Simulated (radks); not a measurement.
Task: Spherical quantum dot in the effective-mass picture: electrons in a parabolic well V = omega^2 r^2 / 2 with omega = 0.895, all in effective atomic units (hartree* = m*/eps^2 hartree, bohr* = eps/m* bohr), one dielectric constant everywhere. Calculated with a radial shooting solver with Libxc functionals: non-relativistic Kohn-Sham, LDA (Slater exchange, Perdew-Wang correlation), spin-polarised, spherical densities. Levels are named by radial order and angular momentum (1s, 1p, 1d, 2s, ...), and open shells are averaged over m. At N = 33 the configuration is 1s2 1p6 1d10 2s2 1f(up 7, down 6). Does electron 34 go into 1f down or 2p down or 2p up?

Result: Into 1f down. The total energies of the other choices lie higher by 0.126 hartree* (2p up), 0.130 hartree* (2p down).
